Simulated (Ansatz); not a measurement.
Reaction (substitution at a C–Si bond): `NC(O)(F)[SiH3]` + CH₃OH → `COC(N)(O)F` + SiH₄

Gas-phase electronic energies from Ansatz, PBE0-D4/def2-TZVP geometries. CCSD(T)/CBS is the MP2 limit (def2-TZVPP, def2-QZVPP) plus CCSD(T) − MP2 in def2-TZVPP, frozen cores. This one scheme is used for every species. Functionals use def2-TZVPP. B3LYP here is the variant with VWN-RPA as its local correlation; programs differ in this. One conformer a species, not always the lowest.

```tsv
level	ΔE (kJ/mol)	difference from CCSD(T)/CBS
PBE	-25.4	5.3
PBE0	-33.5	-2.8
B3LYP	-30.9	-0.2
HF/def2-TZVPP	-53.7	-23.0
MP2/def2-TZVPP	-35.7	-5.0
SCS-MP2/def2-TZVPP	-36.8	-6.1
CCSD(T)/def2-TZVPP	-39.1	-8.4
HF/def2-QZVPP	-52.4	-21.7
MP2/def2-QZVPP	-30.4	0.3
CCSD/CBS(def2)	-31.5	-0.8
CCSD(T)/CBS	-30.7	0
```

Largest T1 diagnostic among the species: 0.012.

From PBE to PBE0 (25 % exact exchange), in def2-TZVPP and without D4, ΔE moves by −8.1 kJ/mol. In def2-TZVPP, CCSD(T) changes the Hartree–Fock value by +14.7 kJ/mol (the triples alone add +0.8 kJ/mol) and MP2 by +18.0 kJ/mol.

CCSD(T)/CBS has its own doubt, a few kJ/mol and more with outer-core shells, so smaller differences from it don't rank the levels.
